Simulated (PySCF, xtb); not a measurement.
Acid–base and redox partners of [SiH3]N[SiH3]. All species are isolated molecules in the gas phase. One relaxed conformer stands for each flexible species; it need not be the lowest. Strings in code marks are SMILES.

Quantity: electronic energy of isomers of H6NSi2, doublet states, relative to `[SiH2]N[SiH3]`, in kJ/mol. HF references are unrestricted for open shells and restricted for singlets.

Level 1: B3LYP-D3(BJ)/def2-TZVP // PBE0-D4/def2-TZVP (PySCF)
Level 2: PBE-D3(BJ)/def2-TZVP // PBE0-D4/def2-TZVP (PySCF)
Level 3: HF/3-21G // PBE0-D4/def2-TZVP (PySCF)
Level 4: GFN2-xTB (xtb)

| species | level 1 | level 2 | level 3 | level 4 |
|---|---|---|---|---|
| `[SiH3][N][SiH3]` | 82.8 | 94.3 | 80.7 | 26.52 |
